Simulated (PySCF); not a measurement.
# How methods differ on the ionisation energy of Ga²³⁺

Ga²³⁺ [He] 2s2 2p4 (3P) → Ga²⁴⁺ [He] 2s2 2p3 (4S), as a difference of total energies. All numbers are calculated (PySCF 2.14, scalar relativity by spin-free X2C-1e, in an uncontracted even-tempered set (20 s from 5.1 bohr⁻², ratio 2.2; 12 p from 6.6 bohr⁻², ratio 2.2; 6 d from 32 bohr⁻², ratio 2.4; 5 f from 49 bohr⁻², ratio 2.4; 5 g from 73 bohr⁻², ratio 2.4)). Correlated levels: nothing frozen; virtual orbitals above 40 to 60 times the deepest correlated orbital energy dropped. The calculations carry no spin-orbit coupling.

```json
{"method": "UHF", "ionisation energy (eV)": "2251.8"}
{"method": "LDA", "ionisation energy (eV)": "2251.0"}
{"method": "PBE", "ionisation energy (eV)": "2254.3"}
{"method": "PBE0", "ionisation energy (eV)": "2254.1"}
{"method": "r2SCAN", "ionisation energy (eV)": "2254.9"}
{"method": "BHandHLYP", "ionisation energy (eV)": "2254.3"}
{"method": "r2SCAN0", "ionisation energy (eV)": "2254.5"}
{"method": "MP2 (all electrons)", "ionisation energy (eV)": "2253.4"}
{"method": "SCS-MP2 (all electrons)", "ionisation energy (eV)": "2253.5"}
```

Spin-orbit coupling is strong in these open shells (close to jj coupling). The scalar numbers leave it out and a first-order estimate fails, so it can dominate the gap to the real levels.

For this ion Breit and QED terms and the two-electron picture change, all absent here, outweigh the differences among the correlated methods.

For comparison: 2258 ± 5 eV (semi-empirical (NIST evaluation); NIST Atomic Spectra Database, ionization energies).
